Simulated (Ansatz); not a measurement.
Isolated molecules relaxed with PBE0-D4/def2-TZVP in Ansatz; ΔE leaves out vibrations. CCSD(T)/CBS adds triple-zeta CCSD(T) − MP2 to the extrapolated MP2 energy (def2 sets, frozen cores). Double bonds are as drawn, so ΔE can hold a change between cis and trans. DFT in def2-TZVPP. B3LYP here is the variant with VWN-RPA as its local correlation; programs differ in this. def2 core potentials past Kr. For Sb outer-core shells are correlated without core-valence functions, which leaves a few kJ/mol of doubt a bond. One conformer a species, not always the lowest.

`N/C=N/[SiH3]` + `C[O][Sb]([CH3])[O]C` → `C[O][Sb]([SiH3])[O]C` + `C/N=C\N`  (formal exchange of groups at the Si–N bond)

`N/C=N/[SiH3]`:

```xyz
10

N    -1.144    1.599   -0.807
C    -0.645    0.550   -0.122
N     0.496    0.047   -0.352
Si    1.158   -1.286    0.499
H    -2.048    1.977   -0.598
H    -0.590    2.013   -1.538
H    -1.339    0.186    0.653
H     0.230   -1.795    1.561
H     2.437   -0.892    1.147
H     1.445   -2.401   -0.443
```

`C[O][Sb]([CH3])[O]C`:

```xyz
15

C     0.808    0.659   -1.709
O     1.213    1.155   -0.456
Sb    0.811    0.177    1.195
C     1.198   -1.798    0.474
O    -1.110   -0.096    0.874
C    -2.003    0.960    1.134
H    -0.223    0.283   -1.695
H     0.863    1.478   -2.432
H     1.464   -0.148   -2.058
H     1.068   -2.511    1.289
H     0.485   -2.023   -0.320
H     2.219   -1.867    0.096
H    -1.859    1.400    2.131
H    -1.912    1.764    0.392
H    -3.021    0.566    1.086
```

`C[O][Sb]([SiH3])[O]C`:

```xyz
15

C     1.100    0.354   -2.150
O     0.171   -0.426   -1.437
Sb   -1.051    0.445   -0.162
Si   -2.057   -1.871    0.402
O     0.046    0.338    1.469
C     0.930    1.387    1.781
H     1.337   -0.159   -3.086
H     2.031    0.479   -1.584
H     0.717    1.353   -2.401
H    -2.964   -1.743    1.574
H    -0.950   -2.809    0.708
H    -2.845   -2.362   -0.759
H     0.549    2.372    1.476
H     1.078    1.405    2.864
H     1.907    1.238    1.305
```

`C/N=C\N`:

Z-matrix (Å, degrees):
```
C
N 1 1.442
H 1 1.090 2 109.6
H 1 1.100 2 112.2 3 119.5
H 1 1.101 2 112.6 3 -119.2
C 2 1.267 1 117.1 3 179.0
N 6 1.369 2 127.8 1 1.9
H 6 1.091 2 118.5 1 179.4
H 7 1.004 6 118.4 2 -165.8
H 7 1.005 6 119.0 2 -15.4
```

**Question.** Is it downhill or uphill in electronic energy at CCSD(T)/CBS, and by how much? (An estimate is asked.)

**Answer.** Ansatz gave: Uphill: ΔE = +105.4 kJ/mol.

**Question.** What do these levels give: PBE-D4, r2SCAN-D4, PBE0-D4, B3LYP-D4, ωB97M-V, B2PLYP, B3LYP, CCSD/def2-TZVPP, CCSD(T)/def2-TZVPP, MP2/def2-QZVPP, HF/CBS(def2), CCSD/CBS(def2)? (Best estimate.)

**Answer.** The calculation gave: PBE-D4 86.7, r2SCAN-D4 103.4, PBE0-D4 93.3, B3LYP-D4 101.0, ωB97M-V 108.6, B2PLYP 106.3, B3LYP 99.9, CCSD/def2-TZVPP 107.2, CCSD(T)/def2-TZVPP 105.7, MP2/def2-QZVPP 114.9, HF/CBS(def2) 115.9, CCSD/CBS(def2) 106.9 kJ/mol.

Largest T1 diagnostic among the species: 0.015.

From PBE to PBE0 (25 % exact exchange), in def2-TZVPP and without D4, ΔE moves by +6.8 kJ/mol.
